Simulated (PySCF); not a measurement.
Computed IR spectrum (relative IR intensity) of a molecule C3H3BrF2. Geometry: PBE-D3(BJ)/def2-SVP. One conformer was computed; it need not be the lowest. Calculation: PBE-D3(BJ)/def2-SVP (PySCF). Frequencies are harmonic and unscaled.

Lines under 2 % of the strongest are left out, and lines within 2 cm⁻¹ are merged.

ν (cm⁻¹): 384 (w), 474 (w), 611 (w), 652 (w), 720 (m), 1034 (w), 1063 (vs), 1098 (vs), 1255 (w), 1324 (w), 1354 (m), 1656 (m), 3002 (w) (against the strongest line: vs over 80 %, s over 45 %, m over 15 %, w over 4 %, vw less)

Q: Which molecule gave these data?
A. FC(F)/C=C\Br
B. F[C@@H]1[C@H](F)[C@H]1Br
C. C=C(Br)C(F)F
D. FC1(F)C[C@@H]1Br

A: A, FC(F)/C=C\Br
